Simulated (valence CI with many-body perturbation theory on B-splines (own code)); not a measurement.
Hyperfine factors and g values of Au29+

Computed by relativistic CI+MBPT: four valence electrons over a frozen Dirac-Fock core [Kr] 4d10, radial functions for each j: 8 s, 8 p, 9 d, 9 f, 6 g, 3 h, 2 i, with the one-electron correlation potential Σ1, the two-electron term Σ2, the three-electron term Σ3, Breit, model QED; selected CI, second order for the rest (own B-spline code, finite nucleus).

The last digits are not significant, and no measured levels were compared; by estimate large intervals hold to a few tenths of a per cent, small ones and those within an open d or f shell to about a per cent. Core correlation moves these levels by up to 5900 cm⁻¹, and in measured spectra 5 to 20 % of such shifts remained as error; rates that hang on mixing are uncertain with them. Only levels of the ground parity were solved; by the run's estimate the other parity begins above the list, which can be wrong where configurations are misplaced.

A/g_I is the dipole constant over the nuclear g factor μ/I (μ in nuclear magnetons, uniformly magnetised nucleus), B/Q the quadrupole constant per barn. Both hold the static response of the core; the bare values leave it out. Large factors of s and p1/2 electrons are usually good to 5 to 10 %; those of open d and f shells near neutrality can be off by tens of per cent, and small factors of p3/2, d and f electrons come from cancelling terms and can be off by a factor of two or in sign, in half-filled shells by more. B is blank for J = 1/2, where it vanishes, and for nearly pure S terms. Energies count from the lowest level. Levels with J = 0 are left out.

Levels are named by their leading jj configuration (3d3/2^4 stands for four electrons in 3d with j = 3/2), which in mixed levels can hold well under half, so a name can repeat and another be missing. Letters in brackets count levels of one name in rising energy.

| Level | E (cm⁻¹) | g | A/g_I (MHz) | A/g_I bare | B/Q (MHz/b) | B/Q bare |
| --- | --- | --- | --- | --- | --- | --- |
| (4f5/2^4) J=4 | 0.0 | 0.667 | 6250 | 5770 | -3200 | -2870 |
| (4f5/2^3 4f7/2) J=5 [a] | 25472 | 0.915 | 4560 | 4510 | -2600 | -2350 |
| (4f5/2^4) J=2 | 38531 | 0.910 | 5410 | 5450 | 3800 | 3440 |
| (4f5/2^3 4f7/2) J=6 [a] | 43927 | 1.037 | 3870 | 4050 | -1740 | -1600 |
| (4f5/2^3 4f7/2) J=4 [a] | 54690 | 1.005 | 4510 | 4690 | -4470 | -4020 |
| (4f5/2^3 4f7/2) J=1 [a] | 54994 | 0.151 | 11400 | 10200 | 916 | 819 |
| (4f5/2^3 4f7/2) J=7 | 55850 | 1.084 | 3710 | 4000 | 10.1 | -57.8 |
| (4f5/2^3 4f7/2) J=3 [a] | 63789 | 1.095 | 3680 | 3990 | -1340 | -1220 |
| (4f5/2^3 4f7/2) J=8 | 64445 | 1.102 | 3690 | 4010 | 2310 | 1970 |
| (4f5/2^3 4f7/2) J=2 [a] | 66835 | 0.652 | 6680 | 6210 | -2620 | -2330 |
| (4f5/2^3 4f7/2) J=3 [b] | 70261 | 0.964 | 4340 | 4390 | 2510 | 2280 |
| (4f5/2^3 4f7/2) J=2 [b] | 70833 | 1.578 | 202 | 1330 | -643 | -631 |
| (4f5/2^2 4f7/2^2) J=6 [a] | 79488 | 0.908 | 4490 | 4410 | 246 | 242 |
| (4f5/2^3 4f7/2) J=5 [b] | 81620 | 1.172 | 3010 | 3430 | -1380 | -1330 |
| (4f5/2^2 4f7/2^2) J=7 [a] | 85637 | 1.000 | 3940 | 4040 | 2030 | 1800 |
| (4f5/2^2 4f7/2^2) J=4 [a] | 88281 | 1.228 | 2440 | 2940 | 4430 | 3960 |
| (4f5/2^2 4f7/2^2) J=8 [a] | 92408 | 1.053 | 3680 | 3880 | 4090 | 3610 |
| (4f5/2^2 4f7/2^2) J=4 [b] | 101190 | 1.028 | 3980 | 4160 | -1960 | -1740 |
| (4f5/2^2 4f7/2^2) J=2 [a] | 103580 | 1.138 | 3050 | 3400 | 2420 | 2190 |
| (4f5/2^2 4f7/2^2) J=3 [a] | 104810 | 0.899 | 4630 | 4540 | -3140 | -2820 |
| (4f5/2^2 4f7/2^2) J=5 [a] | 107100 | 1.262 | 2220 | 2780 | 4750 | 4240 |
| (4f5/2^2 4f7/2^2) J=1 | 110880 | 1.035 | 4280 | 4510 | -199 | -189 |
| (4f5/2^2 4f7/2^2) J=2 [b] | 111150 | 1.103 | 2330 | 2500 | -706 | -673 |
| (4f5/2^2 4f7/2^2) J=5 [b] | 112850 | 0.964 | 3930 | 3930 | 908 | 782 |
| (4f5/2^2 4f7/2^2) J=4 [c] | 115530 | 1.185 | 2760 | 3190 | -3540 | -3240 |
| (4f5/2^2 4f7/2^2) J=8 [b] | 117060 | 1.006 | 4000 | 4120 | 4760 | 4290 |
| (4f5/2^3 4f7/2) J=1 [b] | 117440 | 1.492 | -765 | 23.8 | 1810 | 1620 |
| (4f5/2^2 4f7/2^2) J=9 | 117740 | 1.043 | 3760 | 3950 | 8960 | 8000 |
| (4f5/2^2 4f7/2^2) J=3 [b] | 118140 | 1.254 | 1870 | 2370 | 1050 | 926 |
| (4f5/2^2 4f7/2^2) J=6 [b] | 118760 | 1.222 | 2660 | 3170 | -23.9 | -110 |
| (4f5/2^2 4f7/2^2) J=5 [c] | 119310 | 1.119 | 3480 | 3830 | -1170 | -1050 |
| (4f5/2^2 4f7/2^2) J=2 [c] | 125430 | 0.724 | 7060 | 6820 | 908 | 858 |
| (4f5/2^3 4f7/2) J=4 [b] | 125920 | 1.105 | 2920 | 3170 | 3180 | 2810 |
| (4f5/2^2 4f7/2^2) J=6 [c] | 126920 | 1.071 | 3660 | 3900 | 893 | 784 |
| (4f5/2 4f7/2^3) J=7 [a] | 127370 | 0.995 | 3710 | 3770 | 1350 | 1240 |
| (4f5/2^2 4f7/2^2) J=2 [d] | 132550 | 1.428 | 484 | 1260 | 1160 | 1030 |
| (4f5/2 4f7/2^3) J=8 | 132990 | 1.054 | 3400 | 3570 | 3550 | 3160 |
| (4f5/2^2 4f7/2^2) J=7 [b] | 134440 | 1.078 | 3670 | 3940 | 1930 | 1710 |

Task: Take the isotope of mass number 197, with I = 3/2, μ = 0.1452 μN and Q = 0.547 b. What is the hyperfine structure of (4f5/2^3 4f7/2) J=5 [a]?

Result: From the table A = 441 MHz, B = -1420 MHz. Shifts from the centre of gravity in MHz: F = 7/2: -4580, F = 9/2: -1680, F = 11/2: 1010, F = 13/2: 2950.
